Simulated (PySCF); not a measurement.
Compound: 1-(trimethylsilyl)propyne, C6H12Si.
Cartesian coordinates in Å at the GFN2-xTB level; atoms count from 1:
```
atom  x, y, z in Å
C1     3.6587   -0.2591   -0.3597
C2     2.2230   -0.1578   -0.2163
C3     1.0262   -0.0726   -0.1013
Si4   -0.8153    0.0585    0.0785
C5    -1.6399   -0.7318   -1.4490
C6    -1.3407   -0.8658    1.6621
C7    -1.2881    1.9018    0.2047
H8     4.0590    0.6707   -0.7636
H9     3.9087   -1.0752   -1.0374
H10    4.1195   -0.4507    0.6092
H11   -1.3640   -1.7775   -1.5458
H12   -2.7235   -0.6820   -1.3873
H13   -1.3394   -0.2282   -2.3628
H14   -1.0620   -1.9144    1.6160
H15   -2.4155   -0.8172    1.8138
H16   -0.8649   -0.4390    2.5401
H17   -0.9785    2.4467   -0.6820
H18   -0.8120    2.3714    1.0603
H19   -2.3613    2.0316    0.3131
```

Computed with PBE0/def2-SVPD in PySCF (dipole) on a GFN2-xTB geometry, gas phase.

Take the most abundant isotopes and a rigid rotor. 

(1) Give the principal moments of inertia and the rotational constants in MHz.

(2) Classify the top.

(3) Where do the R-branch lines fall?

Results:

(1) Ia = 168.87, Ib = 488.75, Ic = 488.84 u·Å²; 505379 MHz·u·Å²/I gives A = 2993, B = 1034, C = 1034 MHz.

(2) A prolate symmetric top, as the point group C3 requires two equal moments: κ = (2 × 1034 − 2993 − 1034)/(2993 − 1034) = -1.00.

(3) The dipole of 0.71 D lies along the symmetry axis, so ΔK = 0 and J+1 ← J falls at 2B(J+1) for every K: 2.07 GHz, 4.14 GHz, 6.20 GHz, 8.27 GHz, 10.34 GHz for J = 0 to 4.

Not checked by GFN2-xTB frequencies. Constants of a rigid frame at the computed geometry: no zero-point averaging, no centrifugal distortion.
